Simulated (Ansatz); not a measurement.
`OC/C=C/[SiH3]` → `C=CCO` + `[SiH2]`  (silylene formation by 1,1-elimination)

Computed with Ansatz on PBE0-D4/def2-TZVP structures; ΔE is electronic, products minus reactants. CCSD(T)/CBS is the MP2 limit (def2-TZVPP, def2-QZVPP) plus CCSD(T) − MP2 in def2-TZVPP, frozen cores. This one scheme is used for every species. DFT in def2-TZVPP. One conformer a species, not always the lowest.

```csv
level,ΔE (eV),difference from CCSD(T)/CBS
LDA (SPW92),2.77,0.32
B97M-V,2.41,-0.04
ωB97M-V,2.40,-0.05
PBE-QIDH,2.63,0.18
revPBE,2.26,-0.19
BLYP,2.15,-0.30
RPA@PBE/def2-TZVPP,2.21,-0.24
HF/def2-SVP,2.22,-0.23
CCSD/def2-SVP,2.25,-0.20
CCSD(T)/def2-SVP,2.29,-0.16
CCSD(T)/CBS,2.45,0
```

Largest T1 diagnostic among the species: 0.014.

At CCSD(T), def2-SVP lies −0.16 eV from the extrapolated value and def2-TZVPP −0.07 eV. The D4 term adds +0.13 eV with B3LYP and +0.07 eV with PBE0; it sums over pairs of atoms, weighted by their polarisabilities, and B3LYP, whose exchange is more repulsive, gets the larger term. Leaving LDA and LC-ωPBE aside and taking each functional with its dispersion term where it has one, the values, not all of them listed here, spread over 0.36 eV, from BLYP-D4 to r2SCAN0-D4. LDA lies +0.35 eV from PBE without D4.

CCSD(T)/CBS has its own doubt, a few kJ/mol and more with outer-core shells, so smaller differences from it don't rank the levels.

B3LYP here is the variant with VWN-RPA as its local correlation; programs differ in this.
